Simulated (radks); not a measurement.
Species: O2-. Configuration: [Ne]. All-electron calculation, non-relativistic Kohn-Sham, r2SCAN, spin-polarised, spherical densities, point nucleus; meta-GGA in the generalised Kohn-Sham scheme; Watson sphere of charge +2 and radius 3.13 bohr. Program: a radial shooting solver on a logarithmic mesh with Libxc functionals. Some entries of the table are withheld. Estimate them.

| orbital | occ. | eigenvalue (eV) | r(max) (bohr) | <r> (bohr) |
|---|---|---|---|---|
| 1s | 2 | (1) | 0.1293 | 0.1994 |
| 2s | 2 | (2) | 0.8853 | (3) |
| 2p | 6 | (4) | 0.8766 | 1.707 |

Answer. 
(1) 1s eigenvalue (eV): -512.5060
(2) 2s eigenvalue (eV): -19.6382
(3) 2s <r> (bohr): 1.219
(4) 2p eigenvalue (eV): -4.7639
